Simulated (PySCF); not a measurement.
## Two-component Hartree-Fock for Rh²⁺ (rhodium, charge +2)

Start: [Kr] 4d6 5s1; 4d3/2 filled at m_j = +3/2; 4d5/2 filled at m_j = -3/2, -1/2, +1/2, +3/2, +5/2; 5s1/2 filled at m_j = +1/2. Calculated with PySCF 2.14 in x2c-TZVPall-2c with one added diffuse shell each of s, p, d type (9s10p8d1f, 86 functions): generalised Hartree-Fock with the X2C-1e Hamiltonian and a Gaussian nucleus; one run each with spin-orbit coupling (SO) switched off, then screened by Boettger's factors. This is a chosen level, not necessarily the ground level.

```csv
spinor shell,electrons,"ε, spin-free (eV)","ε, screened SO (eV)",weight of nominal j (screened SO),"rms radius, screened SO (bohr)"
1s1/2,2,-23368.9,-23367.3,1.000,0.0374
2s1/2,2,-3492.9,-3492.4,1.000,0.154
2p1/2,2,-3126.3,-3226.3,1.000,0.134
2p3/2,4,-3126.3,-3079.7,1.000,0.138
3s1/2,2,-681.40,-681.24,1.000,0.415
3p1/2,2,-557.71,-575.56,1.000,0.411
3p3/2,4,-557.71,-549.31,1.000,0.422
3d3/2,4,-360.24,-363.50,0.976,0.401
3d5/2,6,-360.24,-357.89,0.984,0.405
4s1/2,2,-127.10,-127.05,1.000,1.04
4p1/2,2,-88.908,-95.178,0.724,1.14
4p3/2,4,-88.908,-85.822,0.862,1.15
4d5/2,5,-37.679,-38.431,0.559,1.49
4d3/2,1,-37.679,-33.948,0.760,1.52
5s1/2,1,-24.678,-24.671,0.999,2.84
```

```csv
quantity,spin-free,screened SO
E (hartree),-4779.81607,-4780.56614
M_J,9/2,9/2
⟨J²⟩,24.756,24.758
⟨L²⟩,6.005,6.083
⟨S²⟩,8.751,8.708
```

Each row is a mean over spinors that exchange with the open shell spreads, by up to 10.261 eV (4p3/2).

Rows whose weight is well below 1 are mixtures of j = l ± 1/2: exchange outweighs spin-orbit coupling there, and the label is only the starting occupation.

Breit and QED terms are absent; they matter most for the inner s and p1/2 levels.

Densities and radii are taken from the X2C orbitals without a picture-change correction, which distorts them close to the nucleus.

Without spin-orbit coupling the j labels of p, d and f shells carry no meaning; the spin-free column gives the mean over the occupied spinors of each nl shell.
